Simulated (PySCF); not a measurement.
Compound: C7H4FNO.
Atom-mapped SMILES: `[O:1]=[C:2]=[N:3][c:4]1[cH:5][cH:6][c:7]([F:8])[cH:9][cH:10]1`

NICS = −σ at a ghost point: NICS(0) at the centroid of the ring atoms, NICS(1) 1 Å to either side along the normal of their mean plane, zz for the tensor component along that normal. Level: GIAO B97-2/pcSseg-2 (PySCF, non-relativistic, gas phase) on the PBE0-D3(BJ)/def2-TZVP geometry, one conformer.

Ring bond lengths (Å): C4–C5 1.390, C5–C6 1.384, C6–C7 1.381, C7–C9 1.382, C9–C10 1.384, C10–C4 1.393.

Q: Give the NICS values of each ring in ppm.

A: 
```
              ring                                              type  NICS(0)  NICS(1), two faces  NICS(1)zz, two faces  rms pucker (Å)  centre to ring atoms, mean (Å)
C4–C5–C6–C7–C9–C10  6-membered carbocycle; formal bonds all aromatic    -10.5         -9.7 / -9.7         -26.2 / -26.2            0.00                            1.39
```

Q: What do they say, and how far can they be read as aromaticity?

A: 
- C4–C5–C6–C7–C9–C10: mean NICS(1)zz -26.2 ppm, shielded. The ring is flat and has no four-coordinate atom; by the NICS criterion it is aromatic.

Q: What does the geometric index give? HOMA takes Krygowski's 1993 parameters.

A: 
- C4–C5–C6–C7–C9–C10: HOMA 0.99 = 1 − EN − GEO, with mean bond length 1.386 Å, EN = α(Ropt − mean)² = 0.001 and GEO = α × variance = 0.005. The geometric and the magnetic index point the same way.

Q: At the second NICS(1) probe listed for ring C4–C5–C6–C7–C9–C10, 1 Å off the ring, what do the in-plane components average?

A: The isotropic value is a third of the trace: (3 × -9.7 − (-26.2))/2 = -1.4 ppm.

Q: How do the values depend on the level or the medium?

A: 
```csv
level,"NICS(0), C4–C5–C6–C7–C9–C10","mean NICS(1)zz, C4–C5–C6–C7–C9–C10"
"B97-2/pcSseg-2, gas",-10.5,-26.2
"KT3/pcSseg-2, gas",-10.2,-24.9
"PBE0/pcSseg-2, gas",-10.4,-26.3
"wB97X-D/pcSseg-2, gas",-10.4,-26.6
"WP04/pcSseg-2, IEF-PCM chloroform",-10.9,-25.7
"wB97X-D/pcSseg-2, IEF-PCM chloroform",-10.4,-26.8
```

The geometry is the same throughout; the continuum's cavity takes Bondi-type radii × 1.2.

Conformer computed: `[O:1]=[C:2]=[N:3][c:4]1[cH:5][cH:6][c:7]([F:8])[cH:9][cH:10]1`: C2–N3–C4–C5 179°.
